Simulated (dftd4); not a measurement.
C₄H₆Cl₂N₂Pd, singlet, geometry from GFN2-xTB (such geometries of metal compounds can be far from the true shape); D4 for pbe0 (dftd4 4.2.0).

The dftd4 input:
```
$ dftd4 mol.xyz --func pbe0 --charge 0 --json dftd4.json --noedisp

# file mol.xyz
15

Pd     0.00017962    -0.00005510    -0.00033344
Cl     2.11649352    -0.89174405    -0.04805948
Cl    -2.11625987     0.89156516     0.05171856
C      1.70141197     4.09531329     0.01423562
C      1.15768074     2.77438347     0.00979306
N      0.71893851     1.71143812     0.00669387
H      2.18207314     4.29497497    -0.94343071
H      2.43887531     4.18367216     0.81195712
H      0.90197081     4.81832869     0.17627074
C     -1.70307113    -4.09460233    -0.01623726
C     -1.15764434    -2.77437072    -0.01252007
N     -0.71862667    -1.71154519    -0.00797877
H     -2.60254341    -4.11968066     0.59888922
H     -0.96861817    -4.79376175     0.38357361
H     -1.95643841    -4.38155086    -1.03675983
```

The log (banner, timings and long lists left out):

```
                    ____  _____ _____     ____  _  _
      -------------|  _ \|  ___|_   _|---|  _ \| || |------------
     |             | | | | |_    | | ___ | | | | || |_           |
     |             | |_| |  _|   | ||___|| |_| |__   _|          |
     |             |____/|_|     |_|     |____/   |_|            |
     |             ===================================           |
     |            E. Caldeweyher, S. Ehlert & S. Grimme          |
     |          Mulliken Center for Theoretical Chemistry        |
     |                    University of Bonn                     |
      -----------------------------------------------------------

Rational (Becke-Johnson) damping: pbe0-D4-ATM
---------------------
  s6         1.0000
  s8         1.2007
  s9         1.0000
  a1         0.4009
  a2         5.0293
 alp        16.0000
--------------------

Dispersion energy:      -1.4651256765380E-02 Eh

[Info] JSON dump of results written to 'dftd4.json'
```
